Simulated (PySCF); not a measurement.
AlHI2. Atoms are numbered in the order given.

```xyz
4

Al     0.0000     0.0000    -1.0941
H      0.0000     0.0000    -2.6627
I      0.0000    -2.1337     0.1593
I      0.0000     2.1337     0.1593
```
Charge 0, spin multiplicity 1.

Geometry: B3LYP-D3(BJ)/def2-SVP. The def2 effective core potentials stand for the cores of I; spin–orbit coupling is left out.

Method: TDA-LC-ωPBE/def2-SVPD (PySCF).

Vertical excitations.  State labels are in the subgroup C2v.

Computed excitation energies, oscillator strengths and character:
```json
[
 {"state": "S1", "symmetry": "A2", "energy (eV)": "5.36", "λ (nm)": "231", "f": "0.000", "main pairs": "HOMO→LUMO 96 %"},
 {"state": "S2", "symmetry": "B1", "energy (eV)": "5.49", "λ (nm)": "226", "f": "0.000", "main pairs": "HOMO−2→LUMO 94 %"},
 {"state": "S3", "symmetry": "B2", "energy (eV)": "5.79", "λ (nm)": "214", "f": "0.022", "main pairs": "HOMO−1→LUMO 67 %, HOMO→LUMO+1 24 %"},
 {"state": "S4", "symmetry": "A2", "energy (eV)": "6.07", "λ (nm)": "204", "f": "0.000", "main pairs": "HOMO−1→LUMO+1 82 %"},
 {"state": "S5", "symmetry": "B2", "energy (eV)": "6.08", "λ (nm)": "204", "f": "0.139", "main pairs": "HOMO→LUMO+1 55 %, HOMO−1→LUMO 23 %"},
 {"state": "S6", "symmetry": "A1", "energy (eV)": "6.25", "λ (nm)": "198", "f": "0.006", "main pairs": "HOMO−2→LUMO+1 46 %, HOMO−3→LUMO 38 %"},
 {"state": "S7", "symmetry": "A1", "energy (eV)": "6.36", "λ (nm)": "195", "f": "0.074", "main pairs": "HOMO−3→LUMO 52 %, HOMO−2→LUMO+1 32 %"},
 {"state": "S8", "symmetry": "B1", "energy (eV)": "6.52", "λ (nm)": "190", "f": "0.054", "main pairs": "HOMO−3→LUMO+1 74 %"},
 {"state": "S9", "symmetry": "A2", "energy (eV)": "6.79", "λ (nm)": "182", "f": "0.000", "main pairs": "HOMO−4→LUMO 94 %"},
 {"state": "S10", "symmetry": "B1", "energy (eV)": "6.82", "λ (nm)": "182", "f": "0.011", "main pairs": "HOMO−5→LUMO 90 %"},
 {"state": "T1", "symmetry": "B2", "energy (eV)": "5.20", "λ (nm)": "239", "f": "0", "main pairs": "HOMO−1→LUMO 89 %"},
 {"state": "T2", "symmetry": "B1", "energy (eV)": "5.22", "λ (nm)": "238", "f": "0", "main pairs": "HOMO−2→LUMO 84 %"},
 {"state": "T3", "symmetry": "A2", "energy (eV)": "5.22", "λ (nm)": "237", "f": "0", "main pairs": "HOMO→LUMO 93 %"},
 {"state": "T4", "symmetry": "A1", "energy (eV)": "5.47", "λ (nm)": "227", "f": "0", "main pairs": "HOMO−3→LUMO 90 %"}
]
```
Triplets are in the Tamm–Dancoff approximation.
